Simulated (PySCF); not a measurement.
# Working out the excitation energy of Al⁺

Al⁺ [Ne] 3s2 (1S) → Al⁺ [Ne] 3p2 (3P). All numbers are calculated (PySCF 2.14, scalar relativity by spin-free X2C-1e, in ANO-RCC-VTZP (5s4p2d1f, 34 functions)). Frozen: 1s2. Energies in hartree (1 hartree = 27.21139 eV):

| part | Al⁺ (lower) | Al⁺ (upper) |
| --- | --- | --- |
| UHF | -242.109624 | -241.716128 |
| CCSD correlation | -0.250000 | -0.217368 |
| (T) | -0.001396 | -0.000523 |

Problem. What does Hartree-Fock give?

Solution. (-241.716128) − (-242.109624) = 0.393496 hartree = 10.708 eV.

Problem. What do CCSD and CCSD(T) give?

Solution. The CCSD correlation energies differ by 0.032632 hartree = 0.888 eV and the triples by 0.000873 hartree = 0.024 eV, so CCSD gives 11.596 eV and CCSD(T) 11.620 eV.

Measured between the centres of the two terms (NIST): 11.680 eV, so CCSD(T) (valence and next inner shell) is off by -0.060 eV.

What remains against the reference includes basis incompleteness, the frozen core and higher excitations.
